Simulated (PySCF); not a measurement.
Unrelated species, one level of theory. Level of theory: PySCF, TDDFT CAM-B3LYP/def2-SVPD, vertical, gas phase, core orbitals frozen in the response. Geometries: GFN2-xTB; one conformer of each isolated species. Triplets are in the Tamm–Dancoff approximation.

Task: Rank by computed S1–T1 gap, highest first.
A. `c1sc2c(Cl)cccc2n1`
B. `C/C=C(C=O)/C(Cl)=C/F`
C. `O=C1C[SiH2]C(=C1)F`
D. `C=CC1=CSCC(=O)O1`
E. `CC(=O)Oc1ccsc1`
F. `[H]/P=C(/F)CC`
G. `C(=C(\Cl)C(F)=O)(/C)C=C`
H. `[SiH3][C@H]1C=C[P@H](=S)C=C1`

Result: F (2.51 eV), G (1.94 eV), E (1.79 eV), D (1.54 eV), A (1.23 eV), B (0.93 eV), H (0.80 eV), C (0.47 eV).

| SMILES | S1−T1 (eV) | S1 (eV) | T1 (eV) | S1 mainly | T1 mainly | f(S1) |
| --- | --- | --- | --- | --- | --- | --- |
| [H]/P=C(/F)CC | 2.51 | 5.22 | 2.71 | H-1→L (94%) | H→L (97%) | 0.015 |
| C=C/C(C)=C(\Cl)C(=O)F | 1.94 | 4.54 | 2.59 | H→L (96%) | H→L (93%) | 0.453 |
| CC(=O)Oc1ccsc1 | 1.79 | 5.64 | 3.85 | H→L (89%) | H→L (68%) | 0.090 |
| C=CC1=CSCC(=O)O1 | 1.54 | 4.42 | 2.88 | H→L (76%) | H→L (85%) | 0.170 |
| Clc1cccc2ncsc12 | 1.23 | 4.87 | 3.64 | H→L (58%) | H→L (53%) | 0.039 |
| C/C=C(C=O)/C(Cl)=C/F | 0.93 | 3.87 | 2.94 | H-1→L (87%) | H→L (75%) | 0.001 |
| [SiH3][C@H]1C=C[P@H](=S)C=C1 | 0.80 | 4.90 | 4.11 | H-1→L (62%) | H-2→L (43%) | 0.005 |
| O=C1C=C(F)[SiH2]C1 | 0.47 | 4.06 | 3.59 | H→L (90%) | H→L (87%) | 0.000 |

H and L stand for HOMO and LUMO. For `[H]/P=C(/F)CC`, `C/C=C(C=O)/C(Cl)=C/F` and `[SiH3][C@H]1C=C[P@H](=S)C=C1` the leading configurations of S1 and T1 differ. Singlets come from full response and triplets from the Tamm–Dancoff approximation.
